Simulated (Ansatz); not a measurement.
BMe2(tBu) (C₆H₁₅B). Total charge 0; singlet. Geometry PBE-D4/def2-SVP.

Cartesian coordinates in Å:
```
B 0.039 -0.587 0.749
C -1.170 -1.554 1.058
C 1.320 -0.613 1.670
C -0.044 0.433 -0.486
C 0.570 -0.398 -1.646
C 0.793 1.710 -0.286
C -1.484 0.829 -0.863
H -1.919 -0.950 1.625
H -0.916 -2.426 1.693
H -1.713 -1.904 0.156
H 2.266 -0.361 1.148
H 1.456 -1.549 2.246
H 1.178 0.204 2.419
H 0.575 0.202 -2.583
H 1.620 -0.692 -1.438
H -0.008 -1.323 -1.850
H 1.857 1.486 -0.074
H 0.407 2.323 0.556
H 0.766 2.349 -1.196
H -1.977 1.400 -0.047
H -2.120 -0.052 -1.081
H -1.494 1.475 -1.769
```

Another isomer (singlet) lies 0.02 eV lower at PBE0-D4/def2-TZVP; other spin states weren't run for this one.

**Question.** Estimate the orbital energies around the gap (eV) in Ansatz with HF/def2-TZVP, PBE-D4/def2-SVP, PBE-D4/def2-TZVP, PBE0-D4/def2-SVP, CAM-B3LYP-D4/def2-TZVP.

**Answer.** 
```csv
orbital,HF/def2-TZVP,PBE-D4/def2-SVP,PBE-D4/def2-TZVP,PBE0-D4/def2-SVP,CAM-B3LYP-D4/def2-TZVP
HOMO−9,-14.74,-9.33,-9.44,-10.90,-12.48
HOMO−8,-14.39,-8.99,-9.11,-10.55,-12.13
HOMO−7,-14.19,-8.98,-9.09,-10.49,-12.02
HOMO−6,-14.17,-8.92,-9.04,-10.45,-11.98
HOMO−5,-13.88,-8.62,-8.72,-10.14,-11.67
HOMO−4,-13.67,-8.43,-8.52,-9.94,-11.47
HOMO−3,-12.82,-7.87,-7.96,-9.32,-10.82
HOMO−2,-12.46,-7.72,-7.81,-9.12,-10.57
HOMO−1,-11.65,-6.91,-7.01,-8.32,-9.79
HOMO,-10.83,-6.27,-6.37,-7.61,-9.07
LUMO,3.05,-1.15,-1.28,-0.15,0.88
LUMO+1,3.47,0.57,-0.05,1.39,1.42
LUMO+2,4.34,1.77,1.12,2.66,2.63
LUMO+3,4.50,1.82,1.17,2.70,2.73
LUMO+4,4.75,1.97,1.36,2.86,2.94
LUMO+5,5.18,2.38,1.75,3.29,3.36
```
